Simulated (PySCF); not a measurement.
## Dipole response of Fe (iron, neutral)

[Ar] 3d7 4s1, high-spin 5F determinant (an excited configuration). All numbers are calculated (PySCF 2.14, no relativity, point nucleus, in aug-cc-pVTZ (8s7p5d3f2g, 93 functions)). Coupled (time-dependent) response in atomic units; α is the mean over directions.

| method | mean α (bohr³) | C₆ (like pair) | S(−4) |
| --- | --- | --- | --- |
| LC-wPBE | 69.64 | 528.7 | 4211 |

S(−4) is the Cauchy moment in α(ω) = α(0) + S(−4) ω² + …

α(iu) at LC-wPBE:

```
u (hartree)  α(iu) (bohr³)
          0          69.64
     0.0500          60.69
      0.100          44.69
      0.200          23.65
      0.300          14.63
      0.500          7.969
      0.750          5.067
       1.00          3.675
       1.50          2.269
       2.00          1.568
       3.00         0.8962
       5.00         0.4159
```
